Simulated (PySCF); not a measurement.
Vertical excitations of a molecule C₃H₁₂Si₃ from TDA-M06-2X/def2-SVPD in PySCF, as energy in eV (oscillator strength): 6.18 (0.014), 6.55 (0.100), 6.79 (0.015), 6.98 (0.079), 7.00 (0.000), 7.07 (0.022). Lowest triplet (TDA): 5.69 eV. The structure is a stationary point at PBE0-D3(BJ)/def2-SVP. The values are those of a single conformer.

**Question.** Identify the compound among the candidates.
A) [SiH3][SiH2][SiH]1CCC1
B) C=C[SiH2][Si@@H](C)[SiH3]
C) C=C(C[SiH3])[SiH2][SiH3]
D) C[C@@H]1C[SiH2][SiH2][SiH2]1

**Answer.** A, [SiH3][SiH2][SiH]1CCC1
